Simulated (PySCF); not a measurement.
C2H10GeSSi, SMILES [SiH](C)(C)[S][GeH3], GFN2-xTB optimised geometry.

```
15

Si    -0.88    -0.70     0.00
C     -1.54    -1.59    -1.55
C     -1.38    -1.60     1.59
S      1.30    -0.70     0.00
Ge     1.69    -0.05    -2.05
H     -1.30     0.70     0.00
H     -2.62    -1.69    -1.51
H     -1.11    -2.59    -1.64
H     -1.29    -1.04    -2.45
H     -0.95    -1.11     2.46
H     -2.45    -1.61     1.71
H     -1.03    -2.63     1.60
H      1.44    -1.15    -3.05
H      0.84     1.12    -2.44
H      3.14     0.34    -2.12
```

Density from B3LYP/def2-TZVP run with PySCF at that geometry.

Minimum of the electron density along straight lines between bonded atoms, close to the bond critical point (lines longer than 1.1 times the sum of covalent radii, or with two minima, are not listed):

| bond | length / Å | ρ at the minimum / e bohr⁻³ | ∇²ρ there / e bohr⁻⁵ | position (fraction from the first atom) |
|---|---|---|---|---|
| Si1–C2 | 1.900 | 0.119 | 0.13 | 0.39 |
| Si1–C3 | 1.893 | 0.120 | 0.14 | 0.39 |
| Si1–S4 | 2.180 | 0.093 | 0.06 | 0.36 |
| S4–Ge5 | 2.188 | 0.107 | 0.06 | 0.56 |
| Si1–H6 | 1.469 | 0.126 | 0.16 | 0.49 |
| C2–H7 | 1.086 | 0.276 | -0.93 | 0.64 |
| C2–H8 | 1.088 | 0.276 | -0.93 | 0.64 |
| C2–H9 | 1.088 | 0.275 | -0.92 | 0.64 |
| C3–H10 | 1.085 | 0.277 | -0.94 | 0.64 |
| C3–H11 | 1.085 | 0.277 | -0.93 | 0.64 |
| C3–H12 | 1.086 | 0.276 | -0.93 | 0.64 |
| Ge5–H13 | 1.505 | 0.141 | 0.09 | 0.59 |
| Ge5–H14 | 1.506 | 0.140 | 0.09 | 0.59 |
| Ge5–H15 | 1.497 | 0.143 | 0.09 | 0.60 |
